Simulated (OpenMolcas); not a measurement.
**Ti3+ in a point-charge field**

Ti3+ among 3 point charges of -2 e arranged as a planar triangle (D3h), 2.19 Å from the ion.

```json
{
  "Program": "OpenMolcas",
  "Method": "SS-CASPT2, IPEA 0.25 Eh, imaginary shift 0.1 Eh (closed shells correlated: 3s 3p)",
  "Basis": "ANO-RCC-VDZP [5s4p2d1f]",
  "Scalar Hamiltonian": "DKH2, point nucleus",
  "Active space": "1 electron in 5 orbitals (3d)",
  "State averaging": "2S+1 = 2 even, 5 roots",
  "Spin-orbit coupling": "RASSI with atomic mean-field integrals over the reference wave functions"
}
```

The lowest spin-free states (labels of D3, the rotations of D3h), above the lowest:

```csv
State,Degeneracy,E (cm-1),Free-ion L (%)
2A1,1,0,D (100)
2E,2,2290,D (100)
2E,2,9950,D (100)
```

The lowest levels with spin-orbit coupling:

| E (cm-1) | Degeneracy | Label | 2S+1 | g |
| --- | --- | --- | --- | --- |
| 0 | 2 | E1/2 | 2 | 1.60 1.60 1.99 |
| 2240 | 2 | E1/2 | 2 | 0.01 0.40 0.40 |
| 2380 | 2 | E3/2 | 2 | 0.00 0.00 4.00 |
| 9820 | 2 | E3/2 | 2 | 0.00 0.00 1.98 |
| 10120 | 2 | E1/2 | 2 | 0.00 0.00 5.99 |

Powder χT (cm3 K/mol): 0.285 at 2 K, 0.289 at 10 K, 0.307 at 50 K, 0.329 at 100 K, 0.373 at 200 K, 0.417 at 300 K. The effective moment at 300 K is 2.828 √(χT) = 1.83 μB.

The lowest level has 2S+1 = 2, for which the spin-only value is χT = S(S+1) / 2 = 0.375 cm3 K/mol (g = 2). The computed 0.417 at 300 K differs by +0.042, through orbital momentum, spin-orbit coupling and any other state in reach.

Roots that are degenerate in the reference are averaged as groups; the widest CASPT2 spread within a group is 120 cm-1 (the 2-fold group of multiplicity 2 near 9950 cm-1 above the lowest state of its run). Shifts and gaps below about the spread of the groups concerned are not significant. Free-ion shares, where given, are those of the reference states; single-state CASPT2 does not remix them. This is an electrostatic model: the charges have no orbitals. No measured value stands beside these numbers.
